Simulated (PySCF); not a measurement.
## Computed vibrations of [Yb(NH3)3]3+

[Yb(NH3)3]3+ (singlet in the valence; each metal's 4f electrons, 13 of them, lie in its core potential, out of spins and levels). PySCF 2.14.0, RKS BP86, Yb lcecp-1-SVP with ECP59, N def2-SVP, H def2-SVP; non-relativistic Hamiltonian with scalar-relativistic core potentials where named; density fitting; no spin-orbit coupling. Central differences of gradients.

```xyz
13

Yb    0.0000    0.0000    0.1713
N     2.2348    0.0001   -0.5596
H     2.9371   -0.3003    0.1603
H     2.4613   -0.6229   -1.3717
H     2.6103    0.9281   -0.8698
N    -1.1174    1.9353   -0.5596
H    -1.2085    2.6938    0.1603
H    -0.6912    2.4430   -1.3717
H    -2.1089    1.7966   -0.8698
N    -1.1173   -1.9354   -0.5596
H    -1.7286   -2.3935    0.1603
H    -1.7701   -1.8201   -1.3717
H    -0.5014   -2.7247   -0.8698
```

Run from Python with OMP_NUM_THREADS=2. Where DIIS fails, smearing, a level shift and second-order steps follow.
It took 4.7 min on 2 threads of Intel(R) Xeon(R) Processor @ 2.70GHz, with other jobs on the host.

**Question.** What are the harmonic wavenumbers and infrared intensities?

**Answer.** Modes are labelled in C3; negative numbers are unstable modes, those under 60 cm⁻¹ near the noise; a finer grid moves soft modes by up to 10 cm⁻¹.
```tsv
cm⁻¹	km/mol	symmetry
13	0.2	e
13	0.2	e
24	1.4	a
60	15.3	a
87	7.6	e
87	7.6	e
364	0.0	a
366	3.3	e
366	3.3	e
628	0.3	a
648	33.1	e
648	33.1	e
681	64.6	e
681	64.6	e
681	165.0	a
1375	171.9	e
1375	171.9	e
1381	31.5	a
1552	77.8	a
1555	65.5	e
1555	65.5	e
1558	12.4	e
1558	12.4	e
1559	52.6	a
3210	353.4	e
3210	353.4	e
3220	5.7	a
3270	27.5	e
3270	27.5	e
3271	431.3	a
3280	40.5	a
3283	219.1	e
3283	219.1	e
```

**Question.** Is this a minimum?

**Answer.** Yes, within the noise of the softest modes. Ideal gas at 298.15 K and 1 bar: S = 449.2 J/(mol K), Cp = 127.9 J/(mol K), H − H(0 K) = 28.1 kJ/mol (rigid rotor, harmonic modes, spin degeneracy alone, that of the 4f electrons in the core included; the modes under 60 cm⁻¹ make these uncertain).

An lcecp potential fixes the number of 4f electrons, so in runs with it no electron can move into or out of that shell.
